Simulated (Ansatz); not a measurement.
Molecule: AlS (charge 0, doublet). 
Geometry from a B3LYP-D3(BJ)/def2-TZVP (Ansatz, a first-principles code) optimisation:
```
Al
S 1 2.0456
```
Charge 0, spin multiplicity 2.

Parts of the frozen-core correlation energy in cc-pV(D+d)Z (Ansatz, hartree). Frozen orbitals: 10; correlated occupied orbitals by spin: 5 and 4; virtual: 31 and 32. Open shells are spin-unrestricted. Spin-orbit coupling is left out. No relativistic terms.

| term | value |
|---|---|
| reference (HF) | -639.45935 |
| MP2 opposite-spin | (withheld) |
| MP2 same-spin | (withheld) |
| CCSD correlation | (withheld) |
| (T) | -0.00986 |
| CCSDT minus CCSD(T) | -0.00129 |
| CCSDT(Q) minus CCSD(T) | -0.00237 |
| T1 diagnostic | 0.032 |
| largest doubles amplitude | 0.058 |
| <S^2> of the reference | 0.772 |

**Question.** What belongs in the gaps?

**Answer.** 
- MP2 opposite-spin, value: -0.12424
- MP2 same-spin, value: -0.04471
- CCSD correlation, value: -0.18782
